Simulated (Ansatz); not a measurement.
Input file for CH₆BNSi (`BN1C[SiH2]1`):

```yaml
crystal:
  periodic: [false, false, false]
  atoms:
    - {symbol: B, position_ang: [-1.356037, 0.256417, -1.050352]}
    - {symbol: N, position_ang: [-0.250217, 0.123804, -0.224594]}
    - {symbol: C, position_ang: [0.336022, -1.002359, 0.544631]}
    - {symbol: Si, position_ang: [1.153241, 0.641875, 0.611100]}
    - {symbol: H, position_ang: [-1.579860, 1.325836, -1.543590]}
    - {symbol: H, position_ang: [-2.062007, -0.692360, -1.254059]}
    - {symbol: H, position_ang: [0.754002, -1.805926, -0.058082]}
    - {symbol: H, position_ang: [-0.267090, -1.356657, 1.377946]}
    - {symbol: H, position_ang: [0.982808, 1.534909, 1.777003]}
    - {symbol: H, position_ang: [2.372139, 0.923361, -0.176901]}
basis:
  gaussian: {orbitals: def2-TZVPP}
correlation: {method: ccsd_t}
output: {orbitals: {seedname: orbitals}}
```

```sh
$ ansatz run in.yaml --threads 2 --pin off --events-out ev --progress --plain --max-ram 4352MiB
```

The program prints (abridged):

```
Functional definition: HF
1277 factors; integrals over basis functions are off by at most 7.9e-4 eV
mean field evaluation 1: about -11138.3431 eV, gradient 3.8e1 eV
mean field evaluation 2: about -11138.5647 eV, gradient 3.8e1 eV
mean field evaluation 4: about -11142.1992 eV, gradient 4.6e0 eV
mean field evaluation 8: about -11142.2696 eV, gradient 2.3e-1 eV
mean field -11142.26981929 eV, -409.4708633571 hartree, gradient 2.4e-6 eV, S^2 0.000000; 0 other end points of the search recorded, 0 dependent functions left out
8 core orbitals not correlated: weight in the atoms' cores, before any rotation towards them, 1.000 or more for the frozen orbitals, at most 0.000 for the correlated occupied ones
reference -11142.26981929 eV, -409.4708633571 hartree; 11, 11 occupied and 200, 200 virtual orbitals, 1277 factors
second order -16.25830489 eV of doubles, -0.00000000 eV of singles
cycle   1  -16.78465989 eV  change   -5.3e-1 eV  update   9.5e-2
cycle   2  -17.27182592 eV  change   -4.9e-1 eV  update   2.9e-2
cycle   3  -17.36438530 eV  change   -9.3e-2 eV  update   1.5e-2
cycle   4  -17.35314670 eV  change    1.1e-2 eV  update   4.5e-3
cycle   5  -17.35422651 eV  change   -1.1e-3 eV  update   2.3e-3
cycle   6  -17.35416674 eV  change    6.0e-5 eV  update   6.4e-4
cycle   7  -17.35394725 eV  change    2.2e-4 eV  update   1.9e-4
cycle   8  -17.35399857 eV  change   -5.1e-5 eV  update   6.6e-5
cycle   9  -17.35400551 eV  change   -6.9e-6 eV  update   2.1e-5
perturbative correction -0.72673283 eV, -0.0267069388 hartree
Total energy: -11160.35055762 eV, -410.1353182352 hartree
```

Run time 61 s (2 threads of an AMD EPYC 7B13 on a shared host); peak host memory 3.3 GiB.

The correlation energy is -18.081 eV, 4.0 % of it from (T); the T1 diagnostic reads 0.0135.
